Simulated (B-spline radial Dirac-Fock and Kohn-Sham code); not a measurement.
Photoemission from Ge⁴⁺ at Cr Kα (5414.7 eV), detector at θ = 45°, φ = 0°

System: the Ge⁴⁺ ion, configuration [Ar] 3d10. Calculated with a radial finite-basis atomic code, using Dirac-Hartree-Slater photoionisation with a Latter tail; cross sections with all multipoles, angular parameters from the dipole term and its interference with E2. Thresholds are orbital energies of the model. For linearly polarised light dσ/dΩ = σ/(4π) [1 + β P₂(cos θ) + (δ + γ cos²θ) sin θ cos φ], with θ from the polarisation vector and φ the angle between the beam and the projection of the electron momentum on the plane normal to the polarisation. The dipole factor is 1 + βP₂ and the non-dipole term is the rest of the bracket. Open shells are filled statistically over j.

Input file task.json (cfg lists n, l and occupation; rrms is the nuclear radius in fm):

```json
{"items": [{
  "Z": 32,
  "q": 4,
  "cfg": [[1, 0, 2], [2, 0, 2], [2, 1, 6], [3, 0, 2], [3, 1, 6], [3, 2, 10]],
  "A": 74,
  "rrms": 4.0742,
  "do": "xps",
  "hv": [59.8, 60, 101.0, 106.0, 126.0, 132.0, 222.0, 240.0, 268.0, 292.0, 300, 340.0, 400, 444.0, 462.0, 662.0, 858.0, 918.0, 1060.0, 1070.0, 1720.0, 2000, 2610.0, 2984.4, 4000, 5414.7, 5850.0, 6500.0, 7850.0, 8047.8]
}]}
```

Command: `python xray2_run.py task.json out`

| subshell | threshold (eV) | σ (kb) | β | γ | δ | dipole factor | non-dipole term | dσ/dΩ (kb/sr) |
| --- | --- | --- | --- | --- | --- | --- | --- | --- |
| 2s | 1453.5 | 7.99 | 2.00 | 0.39 | 0.000 | 1.500 | +0.139 | 1.04 |
| 2p1/2 | 1306.8 | 4.42 | 1.23 | 1.06 | 0.083 | 1.308 | +0.435 | 0.614 |
| 2p3/2 | 1274.0 | 8.16 | 1.25 | 1.09 | 0.082 | 1.312 | +0.443 | 1.14 |
| 3s | 230.4 | 1.24 | 2.00 | 0.57 | 0.000 | 1.500 | +0.201 | 0.167 |
| 3p1/2 | 180.5 | 0.559 | 1.16 | 1.09 | 0.081 | 1.291 | +0.442 | 0.0771 |
| 3p3/2 | 176.0 | 1.03 | 1.18 | 1.11 | 0.081 | 1.294 | +0.448 | 0.143 |
| 3d3/2 | 89.58 | 0.0643 | 0.58 | 1.03 | 0.288 | 1.146 | +0.568 | 0.00877 |
| 3d5/2 | 88.92 | 0.0920 | 0.58 | 1.03 | 0.292 | 1.144 | +0.569 | 0.0125 |
